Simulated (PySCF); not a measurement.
**Finite-field polarisability of Au (gold, neutral)**

[Xe] 4f14 5d10 6s1, 2S determinant. Computed with PySCF 2.14 in aug-cc-pVDZ-PP with ECP60MDF, with a scalar-relativistic core potential. Frozen: 5s2 5p6. Energy changes in a uniform field (μhartree):

```json
{"axis": "x", "F (au)": "0.002", "HF": "-98.186", "MP2": "-53.433", "CCSD": "-74.435", "CCSD(T)": "-72.955"}
{"axis": "x", "F (au)": "0.004", "HF": "-393.044", "MP2": "-213.955", "CCSD": "-297.903", "CCSD(T)": "-291.975"}
```

**Question.** Derive α along x at CCSD(T) from the two fields.

**Answer.** With ΔE = −αF²/2 − γF⁴/24, α = −(16 ΔE(F) − ΔE(2F))/(6F²) = 36.47 bohr³.

**Question.** And the mean polarisability at each level?

**Answer.** HF 49.08, MP2 26.71, CCSD 37.21, CCSD(T) 36.47 bohr³. Reference: 36 ± 3 bohr³ (recommended; Schwerdtfeger and Nagle, table of static dipole polarizabilities (2023 update)).

A double-zeta set is small for polarisabilities.
